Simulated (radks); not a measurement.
Question: All-electron atom: Cd5+ in [Kr] 4d7 (the NIST ground configuration). Method: scalar-relativistic Kohn-Sham, r2SCAN, spin-polarised, spherical densities, finite nucleus; open shells are filled with parallel spins first (spin-orbit coupling, left out, can overturn this in heavy ions); meta-GGA in the generalised Kohn-Sham scheme; Fermi nuclear charge, rms radius 4.6087 fm; computed with a radial shooting solver on a logarithmic mesh with Libxc functionals. Some entries of the table are withheld. Estimate them.

| orbital | occ. | eigenvalue (eV) | r(max) (bohr) | <r^2> (bohr^2) |
|---|---|---|---|---|
| 1s down | 1 | -26652.33 | 0.01968 | 0.001250 |
| 1s up | 1 | -26652.32 | 0.01968 | 0.001250 |
| 2s up | 1 | -4037.193 | 0.1112 | 0.02042 |
| 2s down | 1 | -4036.080 | 0.1112 | 0.02042 |
| 2p up | 3 | -3627.416 | 0.08901 | 0.01612 |
| 2p down | 3 | -3626.592 | 0.08900 | 0.01611 |
| 3s up | 1 | -819.9721 | 0.3232 | 0.1461 |
| 3s down | 1 | -819.7168 | 0.3233 | 0.1461 |
| 3p up | 3 | -684.5987 | 0.3167 | 0.1475 |
| 3p down | 3 | -684.2185 | 0.3168 | 0.1474 |
| 3d up | 5 | (1) | 0.2661 | 0.1330 |
| 3d down | 5 | (2) | 0.2663 | 0.1330 |
| 4s up | 1 | (3) | 0.7934 | 0.8510 |
| 4s down | 1 | (4) | 0.7913 | 0.8493 |
| 4p up | 3 | -142.6601 | 0.8393 | 0.9935 |
| 4p down | 3 | -138.8580 | 0.8372 | 0.9938 |
| 4d up | 5 | -82.3221 | 0.9415 | (5) |
| 4d down | 2 | -78.5728 | 0.9420 | (6) |

Answer: 
(1) 3d up eigenvalue (eV): -473.4506
(2) 3d down eigenvalue (eV): -472.6209
(3) 4s up eigenvalue (eV): -183.4152
(4) 4s down eigenvalue (eV): -179.7107
(5) 4d up <r^2> (bohr^2): 1.420
(6) 4d down <r^2> (bohr^2): 1.445
